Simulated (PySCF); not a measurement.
OSc (SMILES [O]=[Sc]), doublet, at a GFN2-xTB geometry (such geometries of metal compounds can be far from the true shape); DF-PBE/def2-SVPD in PySCF.

Input for PySCF:
```python
from pyscf import gto, scf, dft

mol = gto.M(
    atom='''
Sc   -0.00000000   -0.00000000   -0.48243200
O     0.00000000    0.00000000    1.26638399
''',
    basis='def2-svpd',
    spin=1,
    verbose=4,
)

mf = dft.UKS(mol)
mf.xc = 'pbe'
mf = mf.density_fit(auxbasis='def2-universal-jkfit')
mf.kernel()
mf.analyze()
```

Output, abridged:

```
PySCF version 2.14.0

[INPUT] verbose = 4
[INPUT] num. atoms = 2
[INPUT] num. electrons = 29
[INPUT] charge = 0
[INPUT] spin (= nelec alpha-beta = 2S) = 1
[INPUT] symmetry False subgroup None
[INPUT] Mole.unit = angstrom
[INPUT] Symbol           X                Y                Z      unit          X                Y                Z       unit  Magmom
[...]
nuclear repulsion = 50.8354063222855
number of shells = 21
number of NR pGTOs = 109
number of NR cGTOs = 57
basis = def2-svpd
ecp = {}

******** <class 'pyscf.df.df_jk.DFUKS'> ********
method = DFUKS
initial guess = minao
damping factor = 0
level_shift factor = 0
DIIS = <class 'pyscf.scf.diis.CDIIS'>
diis_start_cycle = 1
diis_space = 8
diis_damp = 0
SCF conv_tol = 1e-09
SCF conv_tol_grad = None
SCF max_cycles = 50
direct_scf = False
number electrons alpha = 15  beta = 14
XC library pyscf.dft.libxc version 7.1.2
    S. Lehtola, C. Steigemann, M. J. T. Oliveira, and M. A. L. Marques,  SoftwareX 7, 1–5 (2018)
XC functionals = pbe
    J. P. Perdew, K. Burke, and M. Ernzerhof,  Phys. Rev. Lett. 77, 3865 (1996)
    J. P. Perdew, K. Burke, and M. Ernzerhof,  Phys. Rev. Lett. 78, 1396 (1997)
    J. P. Perdew, K. Burke, and M. Ernzerhof,  Phys. Rev. Lett. 77, 3865 (1996)
    J. P. Perdew, K. Burke, and M. Ernzerhof,  Phys. Rev. Lett. 78, 1396 (1997)
radial grids:
    Treutler-Ahlrichs [JCP 102, 346 (1995); DOI:10.1063/1.469408] (M4) radial grids

becke partition: Becke, JCP 88, 2547 (1988); DOI:10.1063/1.454033
pruning grids: <function nwchem_prune>
grids dens level: 3
symmetrized grids: False
atomic radii adjust function: <function treutler_atomic_radii_adjust>
small_rho_cutoff = 0
Set gradient conv threshold to 3.16228e-05
tot grids = 34728
init E= -835.201796752536

cycle= 1 E= -834.964724457611  delta_E= 0.237  |g|= 0.901  |ddm|= 2.13
cycle= 2 E= -834.552750185961  delta_E= 0.412  |g|= 1.22  |ddm|= 2.55
cycle= 3 E= -835.044479824459  delta_E= -0.492  |g|=    1  |ddm|= 2.28
cycle= 4 E= -835.460092773506  delta_E= -0.416  |g|= 0.26  |ddm|= 0.878
cycle= 5 E= -835.491836305771  delta_E= -0.0317  |g|= 0.0757  |ddm|= 0.287
cycle= 6 E= -835.494239140155  delta_E= -0.0024  |g|= 0.0109  |ddm|= 0.0508
cycle= 7 E= -835.494290757315  delta_E= -5.16e-05  |g|= 0.00277  |ddm|= 0.0148
cycle= 8 E= -835.494294323286  delta_E= -3.57e-06  |g|= 0.00131  |ddm|= 0.00415
cycle= 9 E= -835.494295199134  delta_E= -8.76e-07  |g|= 0.00022  |ddm|= 0.00137
[...]
converged SCF energy = -835.49429524999  <S^2> = 0.75210313  2S+1 = 2.002102
Total Energy =                        -835.494295249990046
[...]
spin_pop of  0 Sc 2s        0.00001
spin_pop of  0 Sc 3s        0.00004
spin_pop of  0 Sc 4s        0.84569
spin_pop of  0 Sc 5s        0.00007
spin_pop of  0 Sc 2px      -0.00000
spin_pop of  0 Sc 2py      -0.00000
spin_pop of  0 Sc 2pz      -0.00000
spin_pop of  0 Sc 3px      -0.00004
spin_pop of  0 Sc 3py      -0.00004
spin_pop of  0 Sc 3pz      -0.00002
spin_pop of  0 Sc 4px       0.00011
spin_pop of  0 Sc 4py       0.00011
spin_pop of  0 Sc 4pz       0.04637
spin_pop of  0 Sc 5px      -0.00001
spin_pop of  0 Sc 5py      -0.00001
spin_pop of  0 Sc 5pz       0.00312
spin_pop of  0 Sc 3dxy     -0.00000
spin_pop of  0 Sc 3dyz      0.01867
spin_pop of  0 Sc 3dz^2     0.09143
spin_pop of  0 Sc 3dxz      0.01867
spin_pop of  0 Sc 3dx2-y2   -0.00000
spin_pop of  0 Sc 4dxy      0.00000
spin_pop of  0 Sc 4dyz     -0.00002
spin_pop of  0 Sc 4dz^2     0.00075
spin_pop of  0 Sc 4dxz     -0.00002
spin_pop of  0 Sc 4dx2-y2   -0.00000
spin_pop of  0 Sc 4f-3      0.00000
spin_pop of  0 Sc 4f-2     -0.00000
spin_pop of  0 Sc 4f-1     -0.00006
spin_pop of  0 Sc 4f+0      0.00128
spin_pop of  0 Sc 4f+1     -0.00006
spin_pop of  0 Sc 4f+2     -0.00000
spin_pop of  0 Sc 4f+3      0.00000
spin_pop of  1 O 1s        0.00000
spin_pop of  1 O 2s        0.01206
spin_pop of  1 O 3s        0.01558
spin_pop of  1 O 4s        0.00495
spin_pop of  1 O 2px      -0.01873
spin_pop of  1 O 2py      -0.01873
spin_pop of  1 O 2pz      -0.02339
spin_pop of  1 O 3px       0.00003
spin_pop of  1 O 3py       0.00003
spin_pop of  1 O 3pz      -0.00007
spin_pop of  1 O 4px       0.00004
spin_pop of  1 O 4py       0.00004
spin_pop of  1 O 4pz       0.00093
spin_pop of  1 O 3dxy      0.00000
spin_pop of  1 O 3dyz      0.00001
spin_pop of  1 O 3dz^2     0.00005
spin_pop of  1 O 3dxz      0.00001
spin_pop of  1 O 3dx2-y2   -0.00000
spin_pop of  1 O 4dxy      0.00000
spin_pop of  1 O 4dyz      0.00000
spin_pop of  1 O 4dz^2     0.00116
spin_pop of  1 O 4dxz      0.00000
spin_pop of  1 O 4dx2-y2   -0.00000
 ** Mulliken Spin Density (per atom)  **
spin density of  0 Sc =      1.02604
spin density of  1 O =     -0.02604
 ** Mulliken pop alpha/beta on meta-lowdin orthogonal AOs **
 ** Mulliken pop       alpha | beta **
In total            15.00000 | 14.00000
 ** Mulliken atomic charges   ( Nelec_alpha | Nelec_beta ) **
charge of  0Sc =      0.59298  (    10.71653      9.69049 )
charge of  1O =     -0.59298  (     4.28347      4.30951 )
Dipole moment(X, Y, Z, Debye):  0.00000,  0.00000, -4.04856
```
